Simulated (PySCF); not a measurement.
## A small calculation by hand: refractive index and permittivity of the vapour

BH4OP, SMILES OBP.

The structure is a stationary point at PBE0-D3(BJ)/def2-TZVP. Other conformers were not sampled.

B3LYP/def2-TZVPD run with PySCF gives a mean static polarisability of 48.9 bohr³ and a dipole moment of 1.41 D. Take an ideal gas at 298.15 K and 1 bar, whether or not the substance is that volatile.

### Question
Work out n − 1 in the optical limit and the static ε − 1.

### Answer

Polarisability volume α' = 48.9 × 0.148185 = 7.25 Å³. Number density N = p/kT = 2.43e-5 Å⁻³.
Dilute limit of Lorentz–Lorenz: n − 1 = 2π N α' = 0.0011.
Orientation term of Debye: μ²/(3kT) = 8.098 Å³ × μ²(D²) = 16.10 Å³.
ε − 1 = 4π N (α' + μ²/3kT) = 0.0071. Orientation of the dipole supplies 69 % of the static response; it can't follow optical fields. Vibrational polarisation and dispersion are left out.
